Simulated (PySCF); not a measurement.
A scan of LiSe with bad points

B97-3; Li def2-SVPD, Se def2-SVPD; no relativity (PySCF 2.14); doublet, unpaired electrons π ↑ requested.

```csv
R (Å),E (eV),⟨S²⟩,⟨Lz²⟩,μ (D)
1.968,0.472,0.75,1.01,-6.18
2.059,0.213,0.75,1.01,-6.47
2.151,0.068,0.75,1.01,-6.76
2.219,0.015,0.75,1.01,-6.98
2.288,0.000,0.75,1.01,-7.21
2.357,0.014,0.75,1.01,-7.45
2.448,5.783,1.75,1.01,-3.73
2.563,0.172,0.75,1.01,-8.17
2.700,0.334,0.75,1.01,-8.66
2.883,0.582,0.75,1.01,-9.33
```

The run flagged 2.448 Å: there the SCF missed its convergence threshold, so the fit leaves that out.
